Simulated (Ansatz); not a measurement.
One change: `[CH3][Al]([NH2])[NH2]` becomes `[CH3][Al]([NH2])[Br]`.

Ansatz, PBE0-D4/def2-TZVP geometries, multiplicity 1. Each molecule was computed in one conformer, which needn't be the lowest.

Scalar relativity is left out up to krypton.

| property | `[CH3][Al]([NH2])[NH2]` |
| --- | --- |
| LUMO energy (B3LYP/def2-TZVPP) / eV | 0.03 |
| HOMO–LUMO gap (ωB97M-V/def2-TZVPP) / eV | 10.86 |
| LUMO energy (PBE/def2-TZVPP) / eV | -0.43 |
| size of the dipole moment (ωB97M-V/def2-TZVPP) / D | 0.60 |
| HOMO energy (B3LYP/def2-TZVPP) / eV | -6.50 |
| HOMO energy (PBE0/def2-TZVPP) / eV | -6.75 |

Question: Give the same properties after the change, and the shifts. (Best estimate.)

Answer: The calculation gave: 
| property | `[CH3][Al]([NH2])[Br]` | shift |
| --- | --- | --- |
| LUMO energy (B3LYP/def2-TZVPP) / eV | -0.39 | -0.42 |
| HOMO–LUMO gap (ωB97M-V/def2-TZVPP) / eV | 11.33 | 0.47 |
| LUMO energy (PBE/def2-TZVPP) / eV | -0.89 | -0.46 |
| size of the dipole moment (ωB97M-V/def2-TZVPP) / D | 2.44 | 1.84 |
| HOMO energy (B3LYP/def2-TZVPP) / eV | -7.36 | -0.86 |
| HOMO energy (PBE0/def2-TZVPP) / eV | -7.61 | -0.86 |

With PBE0 the HOMO falls by 0.86 eV and the LUMO falls by 0.45 eV, so the gap widens by about 0.41 eV. PBE moves the HOMO by -0.88 eV and ωB97M-V by -0.84 eV. Dipoles are sizes alone; their direction can turn.

B3LYP here is the variant with VWN-RPA as its local correlation; programs differ in this.

Spin–orbit coupling is left out; it splits and shifts lone-pair levels of the heavy atoms by tenths of an eV.
